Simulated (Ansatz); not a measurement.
Geometry optimisation, Ansatz 0.2.0, RKS B3LYP-D4/def2-SVP.

The input (input.yaml):

```yaml
crystal:
  periodic: [false, false, false]
  atoms:
    - { symbol: Sn, position_ang: [0.41345, -0.228217, -0.437329] }
    - { symbol: O, position_ang: [-0.517577, -0.249083, 2.583125] }
    - { symbol: H, position_ang: [-1.065797, -1.025843, 2.764624] }
    - { symbol: H, position_ang: [1.313317, -0.383016, -1.900827] }
    - { symbol: H, position_ang: [0.052572, 1.419375, -0.160333] }
    - { symbol: H, position_ang: [-1.008087, -1.179786, -0.557391] }
    - { symbol: H, position_ang: [1.41213, -0.851314, 0.839188] }
    - { symbol: H, position_ang: [0.366392, -0.629516, 2.367743] }
basis:
  gaussian: { orbitals: def2-SVP }
hamiltonian:
  xc: b3lyp
  dispersion: d4
relax:
  f_tol: 0.03
  max_steps: 50
```

Launched with:

```bash
$ ansatz run input.yaml --threads 1 --pin off --max-ram 2048MiB --backend cpu --events-out ev --progress --plain --runs-dir out
```

Problem. Where does it end, and by what steps?

Solution. The run converged. The force dipped under the threshold on the way, but the program's further checks kept it going. After 10 steps the energy has fallen by 0.064 eV; H8 moved furthest, 0.58 Å.

| step | energy less start (eV) | largest force component (eV/Å) | accepted |
| --- | --- | --- | --- |
| 0 | 0.0000 | 0.786 | yes |
| 1 | -0.0271 | 0.738 | yes |
| 2 | -0.0081 | 1.362 | no |
| 3 | -0.0401 | 0.291 | yes |
| 4 | -0.0472 | 0.201 | yes |
| 5 | -0.0594 | 0.091 | yes |
| 6 | -0.0627 | 0.018 | yes |
| 7 | 0.0074 | 1.620 | no |
| 8 | -0.0555 | 0.658 | no |
| 9 | -0.0633 | 0.100 | yes |
| 10 | -0.0638 | 0.006 | yes |

```xyz
8
Properties=species:S:1:pos:R:3
Sn 0.480 -0.248 -0.450
O -0.569 -0.236 2.505
H -1.164 -0.998 2.469
H 1.089 -0.343 -2.065
H 0.133 1.389 -0.099
H -0.927 -1.230 -0.377
H 1.701 -0.874 0.585
H 0.225 -0.587 2.932
```

Run time: 24 s on 1 thread of Arm Neoverse V2 (shared host), peak memory 0.14 GiB.
